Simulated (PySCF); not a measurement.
Electrostatic potential from atomic charges

Species: `C#CCn1nccn1`. Coordinates (GFN2-xTB, Å) and charges (e) from the PBE0/pcSseg-1 density (PySCF):

```tsv
atom	x	y	z	Mulliken	IAO	Hirshfeld	ESP-fitted
C1	-2.831	0.752	0.661	-0.2912	-0.2164	-0.1012	-0.5619
C2	-2.038	-0.050	0.264	+0.1049	-0.0357	-0.0468	+0.2857
C3	-1.035	-0.987	-0.213	+0.1635	-0.1687	+0.0068	-0.6064
N4	0.274	-0.391	-0.178	-0.2594	+0.1549	+0.0995	+0.7797
N5	0.762	0.284	-1.188	-0.1968	-0.2332	-0.1332	-0.4960
C6	1.950	0.696	-0.770	+0.0471	-0.1065	-0.0327	-0.0158
C7	2.131	0.229	0.534	+0.0471	-0.1065	-0.0327	-0.0137
N8	1.048	-0.455	0.875	-0.1966	-0.2331	-0.1334	-0.4978
H9	-3.543	1.441	1.007	+0.0537	+0.2059	+0.0974	+0.3492
H10	-1.022	-1.874	0.429	+0.1660	+0.1950	+0.0729	+0.2322
H11	-1.253	-1.267	-1.247	+0.1660	+0.1952	+0.0729	+0.2310
H12	2.596	1.277	-1.393	+0.0978	+0.1745	+0.0652	+0.1577
H13	2.957	0.346	1.203	+0.0978	+0.1745	+0.0652	+0.1560
```

Points outside the species (Å): A (8.7, -3.8, -0.4); B (3.7, 1.2, 4.9); C (4.0, -2.6, 4.4); D (1.5, -3.7, -1.3).

Find the potential V = 14.3996 V·Å × Σ q/r of each set of charges at these points.

In volts:

```
point  nearest atom  distance (Å)  Mulliken     IAO  Hirshfeld  ESP-fitted
    A           H13          7.26    +0.037  -0.012     -0.010      +0.013
    B           H13          3.87    -0.018  -0.047     -0.041      -0.028
    C           H13          4.47    -0.005  -0.066     -0.040      -0.071
    D           H10          3.56    +0.111  -0.034     +0.026      +0.031
```

How far are the other sets from the ESP-fitted one at these points?

Root-mean-square difference: Hirshfeld 0.020 V, IAO 0.036 V, Mulliken 0.053 V. The ESP scheme is a least-squares fit of atom-centred charges to the potential on four shells outside the van der Waals surface, with the total charge fixed.

What energy would a point charge of -2 e have at C in the field of the ESP charges, leaving out polarisation?

+0.142 eV = +13.7 kJ/mol, a repulsion.

One conformer (not necessarily the lowest) at the GFN2-xTB geometry, without solvent, vibrations or thermal averaging.

Conformer computed: `[CH:1]#[C:2][CH2:3][n:4]1[n:5][cH:6][cH:7][n:8]1`: C2–C3–N4–N5 -89°.
